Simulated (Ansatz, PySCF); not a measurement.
C3H9NSi2, SMILES N([SiH3])[Si@@H](C#C)C. Atoms are numbered in the order given.

```xyz
15

C     -0.5602    -0.1026     2.9501
C     -0.6735    -0.3200     1.7568
Si    -0.8195    -0.6113    -0.0624
C     -1.9194     0.7267    -0.7753
N      0.7508    -0.6244    -0.8250
Si     1.9121     0.6726    -0.9413
H     -0.4593     0.0863     4.0033
H     -1.4023    -1.9666    -0.2663
H     -1.4717     1.7210    -0.6217
H     -2.0619     0.5735    -1.8568
H     -2.9054     0.7198    -0.2842
H      1.1009    -1.5537    -1.0485
H      3.0596     0.5239     0.0051
H      1.1915     1.9371    -0.6250
H      2.4823     0.7585    -2.3194
```
Charge 0, spin multiplicity 1.

Coordinates come from a B3LYP-D3(BJ)/def2-SVP optimisation. The structure was generated by enumeration; whether it is a known compound was not checked. Other conformers were not sampled.

Two levels are set side by side: PBE-D3(BJ)/def2-SVP (Ansatz, a first-principles code) and B3LYP-D3(BJ)/def2-SVP (Ansatz). Each level has its own optimised geometry; the coordinates shown are those of the second. Frequencies come from the Hessian of PySCF at each geometry. Differences are taken from unrounded values.

```tsv
quantity	B3LYP-D3(BJ)	PBE-D3(BJ)	PBE-D3(BJ) minus B3LYP-D3(BJ)
mean bond length (Å)	1.414	1.423	0.009
bond C1–C2 (Å)	1.218	1.230	0.012
bond C2–Si3 (Å)	1.848	1.851	0.003
bond Si3–C4 (Å)	1.873	1.878	0.005
bond Si3–N5 (Å)	1.746	1.756	0.011
bond N5–Si6 (Å)	1.745	1.755	0.010
bond C1–H7 (Å)	1.075	1.082	0.008
bond Si3–H8 (Å)	1.489	1.503	0.014
bond C4–H9 (Å)	1.101	1.108	0.007
bond C4–H10 (Å)	1.102	1.108	0.007
bond C4–H11 (Å)	1.102	1.109	0.007
bond N5–H12 (Å)	1.018	1.025	0.007
bond Si6–H13 (Å)	1.495	1.509	0.014
bond Si6–H14 (Å)	1.489	1.503	0.013
bond Si6–H15 (Å)	1.494	1.507	0.013
highest harmonic wavenumber (cm⁻¹)	3577	3504	-73
mean harmonic wavenumber (cm⁻¹)	1197	1163	-35
zero-point energy (kcal/mol)	66.76	64.82	-1.93
```

GGA bonds tend to be longer and softer than those of functionals with exact exchange. Differences between two approximate levels are no errors against the true value.
